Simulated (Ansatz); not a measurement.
Several settings on one geometry of (CdS)2 ring (Cd2S2) (that of the charge 0 singlet, r2SCAN-D4/def2-SVP). Ansatz on 2 threads of Arm Neoverse V2 on a shared host; times are rough.

```xyz
4

Cd   -0.680   -0.737   -0.958
S     1.768   -0.576   -0.813
Cd    0.680    0.737    0.958
S    -1.768    0.576    0.813
```

Totals from different functionals, basis sets or treatments of relativity can't be compared as stabilities.

In the def2 sets Cd takes a core potential; there is no spin–orbit coupling. B3LYP takes the VWN-RPA correlation.

The spins typed aren't always the lowest for that charge.

Question: Give the basis size and estimate the energy, ⟨S²⟩, dipole and time of these runs.

```tsv
run	method	charge	state	further keys
1	RKS PBE0-D3(BJ)/def2-mTZVPP	0	singlet	final_grid: {core_spheres: 8, valence_spheres: 7, degree: 23}; scf: {lower_state_search: off}; forces asked
2	RKS B97M-V/def2-TZVP	0	singlet	scf: {omitted_lower_state_checks: [starts]}
3	RKS BHLYP/def2-mTZVPP	0	singlet	scf: {omitted_lower_state_checks: [starts]}; forces asked
4	UKS B3LYP-D3(BJ)-ATM/def2-TZVP	0	triplet	scf: {omitted_lower_state_checks: [starts]}
```

Answer: 
```csv
run,functions,energy (Eh),⟨S²⟩,dipole (D),wall time
1,120,-1131.7034,–,0.00,2.1 s
2,154,-1131.7815,–,–,12 s
3,120,-1131.7924,–,0.00,4.6 s
4,154,-1132.0927,2.02,–,33 s
```
